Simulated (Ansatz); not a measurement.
Cost and result for the atomization energy of ClFGe, SMILES `[F][Ge][Cl]` (3 atoms, 2 bonds).

Cartesian coordinates in Å:
```
F -0.682 -0.904 -0.922
Ge -0.205 -0.460 0.700
Cl 0.887 1.364 0.221
```

The species carries charge 0 and has multiplicity 1. Correlated methods include outer-core shells of Ge, which these sets cover unevenly. Scalar relativity is left out up to krypton. Geometry: relaxed with PBE0-D4/def2-TZVP. Program: Ansatz. All runs use 2 threads of a server CPU on a shared host. Times are those of one run each, without the atoms' runs, and a repeat can differ threefold. Electronic energies, without spin–orbit coupling; frozen cores. CCSD(T)/CBS adds CCSD(T) − MP2 in def2-TZVPP to the MP2 limit, and its time is that of the two runs behind it. T1 = 0.014. With those shells the extrapolation isn't a true limit. B3LYP takes the VWN-RPA correlation (the form of Gaussian; ORCA's B3LYP/G).

CCSD(T)/CBS is a level of theory with its own doubt, some kJ/mol a heavy atom from the limit and from the frozen cores, so smaller differences don't rank the functionals.

```json
{"level": "LDA (SPW92)/def2-TZVPP", "functions": "121", "wall time": "0.85 s"}
{"level": "BLYP-D4/def2-TZVPP", "functions": "121", "wall time": "1 s"}
{"level": "PBE-D4/def2-TZVPP (with forces)", "functions": "121", "wall time": "1.6 s"}
{"level": "CCSD(T)/def2-SVP", "functions": "64", "wall time": "1.7 s"}
{"level": "B3LYP-D4/def2-TZVPP (with forces)", "functions": "121", "wall time": "2.2 s"}
{"level": "BHLYP-D4/def2-TZVPP", "functions": "121", "wall time": "2.3 s"}
{"level": "r2SCAN-D4/def2-TZVPP (with forces)", "functions": "121", "wall time": "2.5 s"}
{"level": "RPA@PBE/def2-TZVPP", "functions": "121", "wall time": "2.8 s"}
{"level": "B97M-V/def2-TZVPP", "functions": "121", "wall time": "3.4 s"}
{"level": "ωB97M-V/def2-TZVPP (with forces)", "functions": "121", "wall time": "5.5 s"}
{"level": "CCSD(T)/def2-TZVPP", "functions": "121", "wall time": "8 s"}
{"level": "MP2/def2-QZVPP", "functions": "216", "wall time": "8.5 s"}
{"level": "CCSD(T)/CBS(def2)", "functions": "–", "wall time": "17 s"}
```

(1) What atomization energy does each give, and how far from CCSD(T)/CBS? (Best estimate.)

Answers

(1) The calculation gave: 
```json
{"level": "LDA (SPW92)/def2-TZVPP", "atomization (kcal/mol)": "268.4", "difference from CCSD(T)/CBS": "42.2", "per bond": "21.1"}
{"level": "BLYP-D4/def2-TZVPP", "atomization (kcal/mol)": "228.7", "difference from CCSD(T)/CBS": "2.5", "per bond": "1.2"}
{"level": "PBE-D4/def2-TZVPP (with forces)", "atomization (kcal/mol)": "234.2", "difference from CCSD(T)/CBS": "8.0", "per bond": "4.0"}
{"level": "CCSD(T)/def2-SVP", "atomization (kcal/mol)": "200.5", "difference from CCSD(T)/CBS": "-25.7", "per bond": "-12.9"}
{"level": "B3LYP-D4/def2-TZVPP (with forces)", "atomization (kcal/mol)": "222.8", "difference from CCSD(T)/CBS": "-3.4", "per bond": "-1.7"}
{"level": "BHLYP-D4/def2-TZVPP", "atomization (kcal/mol)": "209.2", "difference from CCSD(T)/CBS": "-17.0", "per bond": "-8.5"}
{"level": "r2SCAN-D4/def2-TZVPP (with forces)", "atomization (kcal/mol)": "226.9", "difference from CCSD(T)/CBS": "0.7", "per bond": "0.3"}
{"level": "RPA@PBE/def2-TZVPP", "atomization (kcal/mol)": "196.5", "difference from CCSD(T)/CBS": "-29.7", "per bond": "-14.9"}
{"level": "B97M-V/def2-TZVPP", "atomization (kcal/mol)": "229.2", "difference from CCSD(T)/CBS": "3.0", "per bond": "1.5"}
{"level": "ωB97M-V/def2-TZVPP (with forces)", "atomization (kcal/mol)": "225.2", "difference from CCSD(T)/CBS": "-1.0", "per bond": "-0.5"}
{"level": "CCSD(T)/def2-TZVPP", "atomization (kcal/mol)": "216.3", "difference from CCSD(T)/CBS": "-9.9", "per bond": "-5.0"}
{"level": "MP2/def2-QZVPP", "atomization (kcal/mol)": "233.8", "difference from CCSD(T)/CBS": "7.6", "per bond": "3.8"}
{"level": "CCSD(T)/CBS(def2)", "atomization (kcal/mol)": "226.2", "difference from CCSD(T)/CBS": "0.0", "per bond": "0.0"}
```

From BLYP to BHLYP (50 % exact exchange), in def2-TZVPP and without D4, the atomization energy moves by −18.4 kcal/mol: exact exchange takes away binding that semilocal exchange gives to molecules. In def2-TZVPP, CCSD(T) changes the Hartree–Fock value by +66.7 kcal/mol (the triples alone add +6.6 kcal/mol) and MP2 by +78.2 kcal/mol; breaking electron pairs costs correlation energy, which Hartree–Fock lacks. The D4 term adds +2.5 kcal/mol with B3LYP and +1.2 kcal/mol with PBE0; it sums over pairs of atoms, weighted by their polarisabilities, and B3LYP, whose exchange is more repulsive, gets the larger term.
